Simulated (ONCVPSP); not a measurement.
**W (Z = 74): one change to an ONCV potential, before and after**

```json
{
 "Element": "W (Z = 74)",
 "Generator": "ONCVPSP 4.0.1",
 "Type": "optimised norm-conserving Vanderbilt (ONCV)",
 "Functional": "BLYP",
 "Relativity": "fully relativistic",
 "Frozen core": "[Kr] 4d10 4f14",
 "Valence charge": "14",
 "Reference configuration": "5s2 5p6 5d4 (charge +2)",
 "Partial waves": "5s: rc 1.25 bohr, ncon 4, nbas 8, qcut 4.9 1/bohr, 2 projectors, debl 2.8 Ha; 5p: rc 1.35 bohr, ncon 5, nbas 9, qcut 5.3 1/bohr, 1 projector; 5d: rc 2.25 bohr, ncon 3, nbas 7, qcut 7 1/bohr, 1 projector",
 "Local potential": "polynomial inside 0.80 bohr (lpopt 5, dvloc0 0 Ha)",
 "Core correction": "Teter function fitted to the true core (icmod 2), fcfact 0.3"
}
```

Open shells are filled in proportion to 2j + 1.

In the s channel the program set the typed energies aside and used -3.487, 0.250 Ha.

All-electron outer shells of the reference configuration (BLYP, scalar-relativistic, ld1.x):

```
shell  level (eV)  outermost node (bohr)  outermost maximum (bohr)
   5p      -59.19                   0.57                      1.09
   4f      -49.17                      –                      0.43
   5d      -19.85                   0.63                      1.49
```

Change: s: qcut 3.4; p: qcut 3.7; d: qcut 4.9.

Cutoffs: the cutoffs (Ha) at which the residual kinetic energy of the hardest occupied pseudo-wave falls to 1 and 0.1 mHa per electron; they do not see the model core or the augmentation charge, which bear on the density cutoff. Errors are all-electron minus pseudo energies relative to the spin-unpolarised reference configuration.

How do hardness, ghosts and transferability respond?

The potential gets neither clearly harder nor softer (125 Ha and 146 Ha → 124 Ha and 152 Ha); both files keep a bound ghost (p, s); of the 4 tests that both files solve, the error grows in 2 and shrinks in 2 by more than 15 % and 0.3 meV (median size 4.1 → 4.3 meV).

| quantity | base | changed |
| --- | --- | --- |
| cutoff, loose | 125 Ha | 124 Ha |
| cutoff, tight | 146 Ha | 152 Ha |
| loose cutoff by channel | s 108 Ha, p 125 Ha, d 15 Ha | s 114 Ha, p 124 Ha, d 11 Ha |
| bound ghosts | s, p3/2, p1/2 | s, p3/2, p1/2 |
| GHOST(+) flags under 300 eV | none | d5/2 at 122.8 eV, d3/2 at 134.1 eV |
| error for 5s2 5p6 5d4 6s2, meV [ΔE -24.57 eV] | +6.1 | +0.1 |
| error for 5s2 5p6 5d4 6s1, meV [ΔE -15.75 eV] | +2.1 | +0.3 |
| error for 5s2 5p6 5d3, meV [ΔE 25.33 eV] | -1.8 | +8.2 |
| error for 5s1 5p6 5d4 6s2, meV [ΔE 60.58 eV] | -92 | -169 |
| s: phases at 1.27 bohr within 0.05 rad from the reference energy up to (Ha; the scan ends near 5) | to the end of the scan | to the end of the scan |
| p3/2: phases at 1.37 bohr within 0.05 rad from the reference energy up to (Ha; the scan ends near 5) | to the end of the scan | to the end of the scan |
| p1/2: phases at 1.37 bohr within 0.05 rad from the reference energy up to (Ha; the scan ends near 5) | -2.1 | -2.1 |
| d5/2: phases at 2.28 bohr within 0.05 rad from the reference energy up to (Ha; the scan ends near 5) | 0.8 | 1.0 |
| d3/2: phases at 2.28 bohr within 0.05 rad from the reference energy up to (Ha; the scan ends near 5) | 0.8 | 0.8 |
| rms error of d²Exc/dni dnj with the model core, mHa | 4.84 | 4.73 |

 A true bound ghost makes a file unfit for plane-wave use even where its test errors are small: the radial tests pick states by their node count and pass the ghost by.
